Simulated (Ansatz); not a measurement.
`O[SiH](O)S[SiH](O)F` + `[AlH3]` → `O[SiH](F)[AlH2]` + `O[SiH](O)S`  (formal exchange of groups at the Si–S bond)

Isolated molecules relaxed with PBE0-D4/def2-TZVP in Ansatz; ΔE leaves out vibrations. CCSD(T)/CBS adds triple-zeta CCSD(T) − MP2 to the extrapolated MP2 energy (def2 sets, frozen cores). This one scheme is used for every species. Functionals use def2-TZVPP. B3LYP here is the variant with VWN-RPA as its local correlation; programs differ in this. Each species was taken in one conformer, which may not be the lowest.

| level | ΔE (kJ/mol) |
| --- | --- |
| PBE0-D4 | 93.7 |
| B3LYP-D4 | 97.2 |
| PBE | 81.0 |
| SCS-MP2/def2-TZVPP | 100.3 |
| CCSD/def2-TZVPP | 92.3 |
| CCSD(T)/def2-TZVPP | 95.8 |
| SCS-MP2/def2-QZVPP | 101.2 |
| MP2/CBS(def2) | 109.4 |

Q: What does CCSD(T)/CBS give? (Best estimate.)

A: Ansatz gave: +97.4 kJ/mol. The listed levels differ from it by -3.7, -0.2, -16.4, 2.9, -5.1, -1.6, 3.8, 12.0 kJ/mol.

Largest T1 diagnostic among the species: 0.012.

The D4 term adds +13.8 kJ/mol with B3LYP and +7.5 kJ/mol with PBE0; it sums over pairs of atoms, weighted by their polarisabilities, and B3LYP, whose exchange is more repulsive, gets the larger term. In def2-TZVPP, CCSD(T) changes the Hartree–Fock value by +7.4 kJ/mol (the triples alone add +3.6 kJ/mol) and MP2 by +19.4 kJ/mol. From PBE to PBE0 (25 % exact exchange), in def2-TZVPP and without D4, ΔE moves by +5.1 kJ/mol.
